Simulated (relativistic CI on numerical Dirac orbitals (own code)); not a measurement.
# Sensitivity of the levels of Ta XLVIII to α and to the nuclear radius

Computed by Dirac-Coulomb-Breit CI, orbitals from a KLI potential per configuration, derivatives by finite differences, unscaled Slater integrals, QED left out (own radial code, finite nucleus).

Configuration list (outside the closed core [Ne]): 3s2.3p6.3d8, 3s2.3p5.3d9, 3s2.3p4.3d10, 3s.3p6.3d9, 3p6.3d10, 3s.3p5.3d10, 3s2.3p6.3d7.4s, 3s2.3p6.3d7.4p. Levels of other configurations are missing.

With x = (α/α₀)² − 1 an excitation energy changes as ω = ω₀ + qx; K = 2q/ω₀ is the relative enhancement. Terms are leading LS components, so labels can repeat. The field-shift factor is F = δν/δ⟨r²⟩ for the transition from the lowest level.

Lowest level 3s2.3p6.3d8 3F_4.

```csv
Level,ω₀ (cm⁻¹),q (cm⁻¹),K,F (GHz/fm²)
3s2.3p6.3d8 1D_2,71493,2393,0.067,-0.0162
3s2.3p6.3d8 3P_0,225841,22860,0.202,1.36
3s2.3p6.3d8 3F_3,489593,514200,2.1,12.4
3s2.3p6.3d8 3P_2,564710,518700,1.84,12.6
3s2.3p6.3d8 3P_1,606905,523500,1.73,13
3s2.3p6.3d8 1G_4,609783,504400,1.65,12.9
3s2.3p6.3d8 3F_2,1035398,1.029e+06,1.99,24.6
3s2.3p6.3d8 1S_0,1230317,1.03e+06,1.67,25.5
3s2.3p5.3d9 3F°_4,3366556,639900,0.38,35.7
3s2.3p5.3d9 1D°_2,3446050,652700,0.379,35.2
3s2.3p5.3d9 3D°_3,3573425,669100,0.375,37.2
3s2.3p5.3d9 1P°_1,3660355,668200,0.365,29.6
3s2.3p5.3d9 3D°_2,3984226,1.157e+06,0.581,48.1
3s2.3p5.3d9 3P°_0,4041046,1.169e+06,0.579,47.3
3s2.3p5.3d9 3D°_1,4058333,1.159e+06,0.571,47.1
3s2.3p5.3d9 3F°_3,4058845,1.161e+06,0.572,44.9
3s2.3p5.3d9 3P°_2,5864160,3.515e+06,1.2,-327
3s2.3p5.3d9 1F°_3,5926965,3.492e+06,1.18,-322
3s2.3p5.3d9 3F°_2,6233311,4.01e+06,1.29,-311
3s2.3p5.3d9 3D°_1,6489307,4.045e+06,1.25,-322
3s2.3p4.3d10 3P_2,6979912,1.36e+06,0.39,-90.4
3s2.3p4.3d10 1S_0,7164594,1.309e+06,0.366,58.6
3s.3p6.3d9 3D_3,7716124,3.851e+06,0.998,-6240
```

At this charge energies of transitions that change n are usually good to better than 1 %, and those within a shell (Δn = 0) to a few per cent.
